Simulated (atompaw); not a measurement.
## cobalt PAW (atompaw): all-electron and pseudo phase curves

| Quantity | Value |
| --- | --- |
| Element | Co (Z = 27) |
| Generator | atompaw 4.2.0.5 |
| Type | PAW |
| Functional | PBE |
| Relativity | scalar-relativistic |
| Frozen core | [Ne] |
| Valence charge | 17 |
| Reference configuration | 3s2 3p6 3d7 4s2 4p0 |
| Partial waves | 3s (bound): rc 1.00 bohr; 4s (bound): rc 1.20 bohr; 3p (bound): rc 1.35 bohr; 4p (bound, empty): rc 1.60 bohr; 3d (bound): rc 1.60 bohr; 3d channel at 1.5 Ry: rc 1.60 bohr |
| Local potential | bessel scheme, radius 1.60 bohr |
| Core correction | smooth core density matched at 1.55 bohr |
| Augmentation charge | sinc compensation charge, radius 1.20 bohr; PAW radius 1.60 bohr; waves and projectors: custom rrkj vanderbiltortho |

The phase is arctan(r·u′/u) with u = r·R(r), unwrapped; energies in Ry, scanned from -10 to 5 Ry. A pole is an energy at which the radial function vanishes at the test radius. The pseudo phase is shifted by a multiple of π to meet the all-electron one at the reference energy, and phase errors are pseudo minus all-electron; the curves can meet again beyond the range given. Levels narrower than the energy grid can be missing from the lists of poles.

| channel | radius (bohr) | reference energy (Ry) | poles, all-electron | poles, pseudo | unbroken range about the reference energy with phases within 0.05 rad | phase error 1 Ry above the reference energy (rad) |
| --- | --- | --- | --- | --- | --- | --- |
| s | 1.60 | -0.40 | -7.23 | -7.23 | the whole range | +0.000 |
| p | 1.60 | -0.09 | -4.37 | -4.37 | the whole range | -0.000 |
| d | 1.60 | -0.60 | 0.28 | 0.28 | the whole range | +0.000 |

Phases in the d channel:

```json
{"E (Ry)": "-10.00", "all-electron": "1.375", "pseudo": "1.375"}
{"E (Ry)": "-9.52", "all-electron": "1.370", "pseudo": "1.370"}
{"E (Ry)": "-9.04", "all-electron": "1.365", "pseudo": "1.365"}
{"E (Ry)": "-8.56", "all-electron": "1.359", "pseudo": "1.359"}
{"E (Ry)": "-8.08", "all-electron": "1.353", "pseudo": "1.353"}
{"E (Ry)": "-7.60", "all-electron": "1.345", "pseudo": "1.346"}
{"E (Ry)": "-7.12", "all-electron": "1.338", "pseudo": "1.338"}
{"E (Ry)": "-6.64", "all-electron": "1.329", "pseudo": "1.329"}
{"E (Ry)": "-6.16", "all-electron": "1.319", "pseudo": "1.320"}
{"E (Ry)": "-5.68", "all-electron": "1.308", "pseudo": "1.308"}
{"E (Ry)": "-5.20", "all-electron": "1.295", "pseudo": "1.295"}
{"E (Ry)": "-4.72", "all-electron": "1.279", "pseudo": "1.280"}
{"E (Ry)": "-4.24", "all-electron": "1.260", "pseudo": "1.261"}
{"E (Ry)": "-3.76", "all-electron": "1.237", "pseudo": "1.237"}
{"E (Ry)": "-3.28", "all-electron": "1.206", "pseudo": "1.206"}
{"E (Ry)": "-2.80", "all-electron": "1.162", "pseudo": "1.162"}
{"E (Ry)": "-2.32", "all-electron": "1.094", "pseudo": "1.095"}
{"E (Ry)": "-1.84", "all-electron": "0.972", "pseudo": "0.972"}
{"E (Ry)": "-1.36", "all-electron": "0.677", "pseudo": "0.677"}
{"E (Ry)": "-0.88", "all-electron": "-0.267", "pseudo": "-0.267"}
{"E (Ry)": "-0.40", "all-electron": "-1.209", "pseudo": "-1.209"}
{"E (Ry)": "0.08", "all-electron": "-1.508", "pseudo": "-1.508"}
{"E (Ry)": "0.56", "all-electron": "-1.639", "pseudo": "-1.639"}
{"E (Ry)": "1.04", "all-electron": "-1.719", "pseudo": "-1.719"}
{"E (Ry)": "1.52", "all-electron": "-1.781", "pseudo": "-1.781"}
{"E (Ry)": "2.00", "all-electron": "-1.838", "pseudo": "-1.838"}
{"E (Ry)": "2.48", "all-electron": "-1.895", "pseudo": "-1.895"}
{"E (Ry)": "2.96", "all-electron": "-1.961", "pseudo": "-1.960"}
{"E (Ry)": "3.44", "all-electron": "-2.041", "pseudo": "-2.040"}
{"E (Ry)": "3.92", "all-electron": "-2.149", "pseudo": "-2.145"}
{"E (Ry)": "4.40", "all-electron": "-2.303", "pseudo": "-2.293"}
{"E (Ry)": "4.88", "all-electron": "-2.536", "pseudo": "-2.515"}
```
